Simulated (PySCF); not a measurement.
Species: C₃H₁₂Si₃.
Numbering: `[CH2:1]1[SiH2:2][CH2:3][SiH2:4][CH2:5][SiH2:6]1` (hydrogens: H7, H8 on C1; H9, H10 on Si2; H11, H12 on C3; H13, H14 on Si4; H15, H16 on C5; H17, H18 on Si6)

Computed geometry: GFN2-xTB, gas phase.

(1) List the bond lengths, angles and torsions at this level.

Results:

(1) 
```csv
bond,length (Å)
C1–Si2 and 5 like bonds,1.900
C1–H7 and 5 like bonds,1.090
Si2–H9 and 5 like bonds,1.472
```

Bonds in one row agree within 0.01 Å and their mean is given. A selection of angles:
```csv
angle,degrees
Si2–C1–Si6,114.3
Si2–C1–H7,108.9
H7–C1–H8,105.9
C1–Si2–C3,108.8
C1–Si2–H9,109.9
H9–Si2–H10,108.2
```

Torsions: Si6–C1–Si2–C3 54° (synclinal); C1–Si2–C3–Si4 -55° (synclinal); Si2–C3–Si4–C5 54° (synclinal); C3–Si4–C5–Si6 -54° (synclinal); Si4–C5–Si6–C1 54° (synclinal); Si2–C1–Si6–C5 -54° (synclinal).

Si2 (SiH2 silicon) is tetrahedral (angles from 108.2° to 110.1°). All 6 C–Si bonds measure 1.900 Å. The 6-membered ring C1–Si2–C3–Si4–C5–Si6 has internal angles of 108.8° to 114.4° (sum 670°, against 720° for a flat polygon); it is puckered, 0.28 Å rms from its mean plane, widest ring torsion 55°.

Point group: C3v (tolerance 0.08 Å). No GFN2-xTB frequencies stand behind this structure, so it isn't proved a minimum. The numbers are those of one conformer.
